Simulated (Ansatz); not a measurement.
Species: C$_{2}$H$_{11}$Si$_{3}$ (charge -1, singlet). It need not be the lowest isomer of its formula. Whether it binds its extra electron was not tested at this geometry. 
Coordinates optimised at B3LYP-D3(BJ)/def2-TZVP (Ansatz, a quantum-chemistry and plane-wave program):
```xyz
16

C     -0.9546    -1.2213     1.4311
Si    -0.2955    -0.1841    -0.0383
C     -0.7059    -1.2407    -1.5839
Si    -0.9980     2.0674     0.0638
Si     2.0506    -0.4012     0.1571
H     -2.0485    -1.2345     1.4029
H     -0.6567    -0.7752     2.3825
H     -0.6020    -2.2567     1.4083
H     -0.2805    -0.7843    -2.4803
H     -0.3377    -2.2696    -1.5090
H     -1.7912    -1.2709    -1.7168
H     -0.4831     2.3506    -1.3537
H     -2.4085     1.6544    -0.3950
H      2.5466    -1.8194     0.1113
H      2.8174     0.2885    -0.9259
H      2.6063     0.1413     1.4348
```
Charge -1, spin multiplicity 1.

Parts of the frozen-core correlation energy in aug-cc-pV(D+d)Z (Ansatz, hartree). Frozen orbitals: 17; correlated occupied orbitals by spin: 16 and 16; virtual: 208 and 208. Spin-orbit coupling is left out. Non-relativistic.

| term | value |
|---|---|
| reference (HF) | -948.95730 |
| MP2 opposite-spin | -0.51783 |
| MP2 same-spin | (withheld) |
| CCSD correlation | (withheld) |
| (T) | (withheld) |
| T1 diagnostic | 0.014 |
| largest doubles amplitude | 0.022 |

### Question
Fill in the missing entries.

### Answer

- MP2 same-spin, value: -0.13310
- CCSD correlation, value: -0.74266
- (T), value: -0.02711
